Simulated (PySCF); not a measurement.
Se (SMILES [Se]), triplet; BLYP/pcseg-1 (PySCF).

Input for PySCF:
```python
from pyscf import gto, scf, dft

mol = gto.Mole()
mol.atom = '''
    Se    0.00000000    0.00000000    0.00000000
'''
mol.basis = 'pcseg-1'
mol.spin = 2
mol.verbose = 5
mol.build()

mf = dft.UKS(mol)
mf.xc = 'blyp'
mf.kernel()
```

Output, abridged:

```
PySCF version 2.14.0

[INPUT] verbose = 5
[INPUT] max_memory = 4000
[INPUT] num. atoms = 1
[INPUT] num. electrons = 34
[INPUT] charge = 0
[INPUT] spin (= nelec alpha-beta = 2S) = 2
[INPUT] symmetry False subgroup None
[INPUT] Mole.unit = angstrom
[INPUT] Symbol           X                Y                Z      unit          X                Y                Z       unit  Magmom
[...]
[INPUT] ---------------- BASIS SET ----------------
[INPUT] l, kappa, [nprim/nctr], expnt,             c_1 c_2 ...
[INPUT] Se
[...]
                                16033.5           0.0140628    0    0    0    0
                                3648.55           0.0698778    0    0    0    0
                                1030.51           0.244139    0    0    0    0
                                335.807            0.5    0    0    0    0
                                115.993           0.396624    0    0    0    0
                                221.948              0 -0.0795948    0    0    0
                                26.7743              0  0.5    0    0    0
                                12.0806              0 0.369956    0    0    0
                                4.172                0 0.043985    0    0    0
                                3.26597              0    0  0.5    0    0
                                1.35565              0    0 0.230246    0    0
                                0.326566             0    0    0    1    0
                                0.11849              0    0    0    0    1
[...]
                                658.708           0.0239501    0    0    0
                                212.226           0.111895    0    0    0
                                79.4029           0.323826    0    0    0
                                32.1682            0.5    0    0    0
                                13.0029           0.279638    0    0    0
                                8.29337              0 0.289271    0    0
                                3.45432              0  0.5    0    0
                                1.44531              0 0.255922    0    0
                                0.469002             0    0    1    0
                                0.130992             0    0    0    1
[...]
                                44.1776           0.0819576    0
                                16.0701           0.272708    0
                                6.34017           0.490039    0
                                2.44942            0.5    0
                                0.866162          0.233781    0
                                0.287                0    1

nuclear repulsion = 0
number of shells = 3
number of NR pGTOs = 82
number of NR cGTOs = 27
basis = pcseg-1
ecp = {}

******** <class 'pyscf.dft.uks.UKS'> ********
method = UKS
initial guess = minao
damping factor = 0
level_shift factor = 0
DIIS = <class 'pyscf.scf.diis.CDIIS'>
diis_start_cycle = 1
diis_space = 8
diis_damp = 0
SCF conv_tol = 1e-09
SCF conv_tol_grad = None
SCF max_cycles = 50
direct_scf = True
direct_scf_tol = 1e-13
number electrons alpha = 18  beta = 16
XC library pyscf.dft.libxc version 7.1.2
    S. Lehtola, C. Steigemann, M. J. T. Oliveira, and M. A. L. Marques,  SoftwareX 7, 1–5 (2018)
XC functionals = blyp
    A. D. Becke,  Phys. Rev. A 38, 3098 (1988)
    C. Lee, W. Yang, and R. G. Parr,  Phys. Rev. B 37, 785 (1988)
    B. Miehlich, A. Savin, H. Stoll, and H. Preuss,  Chem. Phys. Lett. 157, 200 (1989)
radial grids:
    Treutler-Ahlrichs [JCP 102, 346 (1995); DOI:10.1063/1.469408] (M4) radial grids

becke partition: Becke, JCP 88, 2547 (1988); DOI:10.1063/1.454033
pruning grids: <function nwchem_prune>
grids dens level: 3
symmetrized grids: False
atomic radii adjust function: <function treutler_atomic_radii_adjust>
small_rho_cutoff = 0
Set gradient conv threshold to 3.16228e-05
atom Se rad-grids = 90, ang-grids = [ 50  50  50  50  50  50  50  50  50  50  50  50  50  50  50  50  50  50
[...]
  4.91557305e-01  4.91648746e-01  4.91945412e-01]
multiplicity <S^2> = 2.0004023  2S+1 = 3.0002682
nelec by numeric integration = [18. 16.]
E1 = -3342.358337524359  E2 = 941.0917867237936  Ecoul = 1028.240448205419  Exc = -87.1486614816254
cycle= 47 E= -2401.26655080057  delta_E= -0.00105  |g|= 0.0346  |ddm|= 0.553

  alpha mo_energy =
[-4.52133386e+02 -5.73836763e+01 -5.15786815e+01 -5.15770923e+01
 -5.15714862e+01 -7.54239429e+00 -5.56665869e+00 -5.56179995e+00
 -5.54467250e+00 -2.01349601e+00 -2.01324711e+00 -2.00018138e+00
 -1.99647251e+00 -1.99308315e+00 -6.21487742e-01 -2.66574722e-01
 -2.56058195e-01 -2.19126481e-01  2.38616623e-01  3.23600461e-01
  3.23947595e-01  3.50237012e-01  3.57700331e-01  3.65743360e-01
  4.46338391e-01  4.53926475e-01  4.80880247e-01]
  beta  mo_energy =
[-4.52129667e+02 -5.73815451e+01 -5.15739009e+01 -5.15729990e+01
 -5.15698131e+01 -7.53739392e+00 -5.55901056e+00 -5.55523968e+00
 -5.54193125e+00 -2.00318739e+00 -2.00295562e+00 -1.99367974e+00
 -1.99102485e+00 -1.98831810e+00 -5.68752656e-01 -1.98694598e-01
 -1.98564230e-01 -1.98078988e-01  2.64946125e-01  3.88001324e-01
  3.91704728e-01  3.94091455e-01  3.97395772e-01  4.00856023e-01
  4.89845439e-01  4.90736878e-01  4.93916719e-01]
multiplicity <S^2> = 2.0015465  2S+1 = 3.0010308
nelec by numeric integration = [18. 16.]
E1 = -3342.388136103679  E2 = 941.1239657664714  Ecoul = 1028.2741138194835  Exc = -87.15014805301217
cycle= 48 E= -2401.26417033721  delta_E= 0.00238  |g|= 0.06  |ddm|= 0.804

  alpha mo_energy =
[-4.52133097e+02 -5.73834142e+01 -5.15780151e+01 -5.15763737e+01
 -5.15720713e+01 -7.54218383e+00 -5.56523861e+00 -5.56022313e+00
 -5.54707492e+00 -2.01139255e+00 -2.01105607e+00 -2.00103958e+00
 -1.99720995e+00 -1.99479575e+00 -6.21108860e-01 -2.63862726e-01
 -2.53016510e-01 -2.24641746e-01  2.38777378e-01  3.27493033e-01
  3.28009788e-01  3.48180690e-01  3.55882717e-01  3.61506096e-01
  4.48304346e-01  4.56139559e-01  4.76841486e-01]
  beta  mo_energy =
[-4.52129378e+02 -5.73812825e+01 -5.15734069e+01 -5.15724748e+01
 -5.15700291e+01 -7.53718775e+00 -5.55786369e+00 -5.55397088e+00
 -5.54375171e+00 -2.00164136e+00 -2.00130348e+00 -1.99423830e+00
 -1.99149387e+00 -1.98951718e+00 -5.68668595e-01 -1.98596955e-01
 -1.98462392e-01 -1.98084983e-01  2.64994897e-01  3.88542360e-01
  3.92019845e-01  3.92987033e-01  3.97949811e-01  4.00816014e-01
  4.90129907e-01  4.91049306e-01  4.93494736e-01]
multiplicity <S^2> = 2.0011945  2S+1 = 3.0007962
nelec by numeric integration = [18. 16.]
E1 = -3342.3833668564516  E2 = 941.1186470168408  Ecoul = 1028.2685244345087  Exc = -87.14987741766791
cycle= 49 E= -2401.26471983961  delta_E= -0.00055  |g|= 0.0552  |ddm|= 0.0589

  alpha mo_energy =
[-4.52131105e+02 -5.73816026e+01 -5.15746036e+01 -5.15734956e+01
 -5.15728394e+01 -7.54066226e+00 -5.55893834e+00 -5.55555108e+00
 -5.55355496e+00 -2.00400459e+00 -2.00351894e+00 -2.00198421e+00
 -1.99939473e+00 -1.99920544e+00 -6.19855674e-01 -2.52902340e-01
 -2.45599705e-01 -2.41310380e-01  2.39373264e-01  3.39751885e-01
  3.40696813e-01  3.43748946e-01  3.48955725e-01  3.49361221e-01
  4.56307316e-01  4.61611338e-01  4.64722977e-01]
  beta  mo_energy =
[-4.52127393e+02 -5.73794754e+01 -5.15706813e+01 -5.15700497e+01
 -5.15696793e+01 -7.53568308e+00 -5.55264496e+00 -5.55001103e+00
 -5.54846646e+00 -1.99585755e+00 -1.99556027e+00 -1.99446764e+00
 -1.99259918e+00 -1.99239550e+00 -5.67942838e-01 -1.97907819e-01
 -1.97813712e-01 -1.97746692e-01  2.65417256e-01  3.92047939e-01
  3.93054182e-01  3.93775007e-01  3.97076800e-01  3.98745686e-01
  4.91537692e-01  4.92164874e-01  4.92535002e-01]
multiplicity <S^2> = 2.0004912  2S+1 = 3.0003274
nelec by numeric integration = [18. 16.]
E1 = -3342.337074581681  E2 = 941.0709104155756  Ecoul = 1028.218678624078  Exc = -87.14776820850238
cycle= 50 E= -2401.26616416611  delta_E= -0.00144  |g|= 0.0399  |ddm|= 0.709
SCF not converged.
SCF energy = -2401.26616416611 after 50 cycles  <S^2> = 2.0004912  2S+1 = 3.0003274
```

Convergence was not reached.
